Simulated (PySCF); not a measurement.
HgI2, singlet: molecular constants

All numbers come from PySCF, PBE, basis Hg def2-SVP with ECP60, I def2-SVP with ECP28 (scalar-relativistic core potentials, no spin–orbit coupling, density fitting).

The structure is a minimum.

Coordinates in bohr (charge 0 multiplicity 1):
```
Hg    0.0000    0.0000    0.0000
I     0.0000    0.0000    4.9786
I     0.0000    0.0000   -4.9786
```

* Point group: D∞h
* Bond lengths: Hg–I 2.635 Å (×2)
* Bond angles: I–Hg–I 180.0°
* Entropy at 298.15 K and 1 bar: 330.0 J/(mol K)
* Lowest empty level: -3.75 eV
* Atomisation energy without zero-point energy: 301 kJ/mol
* Highest occupied level: -6.54 eV
* Heat capacity Cp at 298.15 K: 61.2 J/(mol K)
* Dipole moment: 0.00 D
* Principal quadrupole moments (Buckingham, traceless) about the centre of mass: -1.33, 0.66, 0.66 D Å
* Rotational symmetry number: 2
* Principal polarisabilities: 51.7, 51.7, 178.5 bohr³
* Rotational constants: 0.009569 cm⁻¹
* Zero-point energy: 2.8 kJ/mol
* Enthalpy at 298.15 K above 0 K: 16.16 kJ/mol

Harmonic modes (masses in u: Hg 201.971, I 126.904):
```json
{"symmetry": "πu", "ω (cm⁻¹)": "53", "IR (km/mol, summed over degenerate members)": "1.2", "μ (u)": "160.02"}
{"symmetry": "σg+", "ω (cm⁻¹)": "143", "IR (km/mol, summed over degenerate members)": "0.0", "μ (u)": "126.90"}
{"symmetry": "σu+", "ω (cm⁻¹)": "216", "IR (km/mol, summed over degenerate members)": "19.8", "μ (u)": "160.02"}
```

In D∞h the vibrations span πu + σg+ + σu+. The σg+ mode carries no infrared intensity, as symmetry demands. With a centre of inversion only u modes can be infrared active and only g modes Raman active.

Charges (e):
| atom | Mulliken | Löwdin | polar tensor | Mayer order to Hg1 |
| --- | --- | --- | --- | --- |
| Hg1 | 0.31 | 0.00 | 0.68 | – |
| I2,3 | -0.16 | 0.00 | -0.34 | 0.92 |

Mulliken populations on Hg1 (electrons outside its core potential): s 3.29, p 6.42, d 9.97, f 0.00.

Counting electrons, mercury keeps none of its valence electrons outside its bonds, so the VSEPR class is AX2 and the expected shape is linear (D∞h), as computed.

With an element this heavy the missing spin–orbit coupling can shift these numbers.

The final relaxation and frequency run took about 30 core-seconds on a shared host.
